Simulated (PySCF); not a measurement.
C₇H₈O, SMILES COc1ccccc1. Atoms are numbered in the order given.

```xyz
16

C      0.3224    -2.7575     0.0000
O     -0.6712    -1.7583     0.0000
C     -0.2763    -0.4603     0.0000
C     -1.3076     0.4956     0.0000
C     -0.9998     1.8530     0.0000
C      0.3347     2.2822     0.0000
C      1.3544     1.3301     0.0000
C      1.0632    -0.0400     0.0000
H     -0.2048    -3.7203     0.0000
H      0.9631    -2.6972    -0.8986
H      0.9631    -2.6972     0.8986
H     -2.3413     0.1402     0.0000
H     -1.8113     2.5870     0.0000
H      0.5733     3.3490     0.0000
H      2.4012     1.6492     0.0000
H      1.8806    -0.7633     0.0000
```
Charge 0, spin multiplicity 1.

Geometry optimised at r2SCAN-D4/def2-SVP. One conformer was computed; it need not be the lowest.

Two levels are set side by side: PBE/pcSseg-1 (PySCF) and KT2/pcSseg-1 (PySCF). GIAO shifts against H2O (¹⁷O), TMS (¹H), TMS (¹³C) at the same level; non-relativistic, no solvent, atoms listed together averaged. Differences are taken from unrounded values.

```
quantity                   KT2    PBE  PBE minus KT2
-----------------------  -----  -----  -------------
δ(¹³C) of C1 (ppm)        56.8   58.2            1.3
δ(¹⁷O) of O2 (ppm)       114.5  125.0           10.5
δ(¹³C) of C3 (ppm)       158.6  166.1            7.5
δ(¹³C) of C5, C7 (ppm)   126.6  134.9            8.3
δ(¹³C) of C6 (ppm)       117.8  125.4            7.6
δ(¹H) of H13, H15 (ppm)   7.40   7.57           0.18
δ(¹H) of H14 (ppm)        7.05   7.22           0.17
```

Rough cost on one machine, each run with all the roots and properties that it gave: KT2 against PBE within a factor of 2.
